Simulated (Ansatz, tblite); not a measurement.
# A ladder of methods for CH4F3NSi (SMILES CN[Si](F)(F)F)

CH4F3NSi: 10 atoms, total charge 0, spin state singlet. SMILES: `CN[Si](F)(F)F`. The coordinates come from a PBE0-D4/def2-TZVP relaxation.

Each level gives the vertical energy of the triplet above the singlet (eV). The values are calculated.

```
                               level                   kind  program  value (eV)  less CCSD(T)/6-31G*  CPU time (all runs)
                            GFN2-xTB         semi-empirical   tblite        8.45                +1.12                2.1 s
     HF/6-31G* (spherical functions)           Hartree–Fock   Ansatz        7.07                -0.26                 14 s
  SVWN5/6-31G* (spherical functions)                    LDA   Ansatz        6.56                -0.77                 15 s
   BLYP/6-31G* (spherical functions)                    GGA   Ansatz        6.50                -0.83                 26 s
 r2SCAN/6-31G* (spherical functions)               meta-GGA   Ansatz        6.74                -0.59                 61 s
  B3LYP/6-31G* (spherical functions)          global hybrid   Ansatz        6.82                -0.51                 41 s
    MP2/6-31G* (spherical functions)    perturbation theory   Ansatz        7.58                +0.25                 15 s
CCSD(T)/6-31G* (spherical functions)  coupled cluster or CI   Ansatz        7.33                 0.00              4.8 min
   CCSD/6-31G* (spherical functions)  coupled cluster or CI   Ansatz        7.38                +0.05              3.1 min
```

Differences are taken from CCSD(T)/6-31G* (spherical functions) for orientation; it has basis-set and higher-order errors of its own. The values span 6.50 to 8.45 eV. A triplet this far above the singlet is often a Rydberg-like or dissociative state; sets without diffuse functions put Rydberg states too high. Times are those of the runs behind each value, whatever else they computed, on shared processors of several kinds: orders of magnitude only.
